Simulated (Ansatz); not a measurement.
Reactions of `FC[SiH](F)S`.

Computed with Ansatz on PBE0-D4/def2-TZVP structures; ΔE is electronic, products minus reactants. CCSD(T)/CBS adds triple-zeta CCSD(T) − MP2 to the extrapolated MP2 energy (def2 sets, frozen cores). This one scheme is used for every species, atoms too. Functionals use def2-TZVPP. Open shells (•) are unrestricted, without spin–orbit coupling. Spin–orbit coupling would lower the free atoms: a little for C, F, S, Si. One conformer a species, not always the lowest.

| reaction | CCSD(T)/CBS(def2) (kJ/mol) |
| --- | --- |
| `FC[SiH](F)S` → `CF` + `F[Si]S` | ? |
| `FC[SiH](F)S` + HCl → `FC[SiH](S)Cl` + H–F | 41 |
| `FC[SiH](F)S` + H₂O → `OC[SiH](F)S` + H–F | -6 |
| `FC[SiH](F)S` + `[AlH3]` → `FC[SiH](F)[AlH2]` + H₂S | 78 |
| `FC[SiH](F)S` + CH₃OH → `OC[SiH](F)CF` + H₂S | 78 |
| `FC[SiH](F)S` → `[CH2]` (triplet) + `F[SiH](F)S` | 215 |
| `FC[SiH](F)S` → C• + 2 F• + 4 H• + S• + Si• | ? |
| `FC[SiH](F)S` + CH₄ → `C[SiH](S)CF` + H–F | ? |
| `FC[SiH](F)S` + SiH₄ → `F[SiH]([SiH3])S` + `CF` | -12 |
| `FC[SiH](F)S` + H₂ → `FC[SiH2]S` + H–F | 120 |

Problem. Fill in the missing values. (An estimate is asked.)

Solution. Computed: `FC[SiH](F)S` → `CF` + `F[Si]S`: +130.8 kJ/mol; `FC[SiH](F)S` → C• + 2 F• + 4 H• + S• + Si•: +3233.7 kJ/mol; `FC[SiH](F)S` + CH₄ → `C[SiH](S)CF` + H–F: +137.1 kJ/mol.

Largest T1 diagnostic: 0.015, for `F[Si]S`.
